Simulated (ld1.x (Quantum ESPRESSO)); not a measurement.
silicon (Si), TM: configuration errors across variants

| Item | Value |
| --- | --- |
| Element | silicon (Si) |
| Generator | ld1.x (Quantum ESPRESSO) 7.5 |
| Type | norm-conserving Troullier–Martins (Kleinman–Bylander form) |
| Functional | LDA (PZ) |
| Relativity | scalar-relativistic |
| Frozen core | [Ne] |
| Valence charge | 4 |
| Reference configuration | 3s1.75 3p2.25 |
| Partial waves | 3s (bound): rc 1.70 bohr; 3p (bound): rc 1.60 bohr |
| Local potential | all-electron potential smoothed inside 1.55 bohr (lloc = -1) |
| Core correction | none |

All-electron excitation energies from the reference (eV): (1) 3s2 3p2 -1.685; (2) 3s2 3p1 6.144; (3) 3s2 3p0 22.258; (4) 3s0 3p4 12.095; (5) 3s2 3p1.5 1.280; (6) 3s1 3p0 56.403; (7) 3s1 3p2 13.557; (8) 3s1.75 3p2.25 spin -1.006; (9) 3s2 3p2 spin -2.296.

Spin tests fill each open shell by Hund’s rule, majority spin first.

3 further variants failed, have other tests or another functional or relativity, and are left out.

Errors AE − PS in meV (a dash: test not solved or not reliable):

```csv
change,(1),(2),(3),(4),(5),(6),(7),(8),(9),bound ghosts
base,+0.4,+3.2,+35,+18,+0.4,+226,+15,+82,+41,none
local potential all-electron potential smoothed inside 1.04 bohr (lloc = -1),+0.5,+7.2,+91,+19,+0.7,+549,+21,+82,+41,none
wave 3p (bound): rc 1.60 bohr becomes 3p (bound): rc 1.38 bohr,+0.6,+3.8,+34,+31,+0.8,+214,+17,+81,+41,none
local potential all-electron potential smoothed inside 1.70 bohr (lloc = -1),+0.4,+3.1,+33,+18,+0.4,+223,+14,+82,+41,none
core correction a·sin(br)/r model core inside 1.62 bohr,+0.3,+2.7,+26,+10,+0.3,+136,+10,+45,+23,none
wave 3s (bound): rc 1.70 bohr becomes 3s (bound): rc 1.40 bohr,+0.4,+3.7,+39,+17,+0.4,+232,+14,+82,+41,none
wave 3s (bound): rc 1.70 bohr becomes 3s (bound): rc 1.64 bohr,+0.4,+3.2,+35,+18,+0.4,+226,+15,+82,+41,none
local potential the p channel,+0.4,+2.3,+27,+18,+0.3,+207,+13,+82,+41,none
```

Question: Give the same row for: all radii scaled by about 0.90 (s 1.52, p 1.44 bohr); local potential all-electron potential smoothed inside 1.40 bohr (lloc = -1).

Answer: +0.5, +3.6, +35, +23, +0.6, +224, +16, +80, +40; bound ghosts: none.
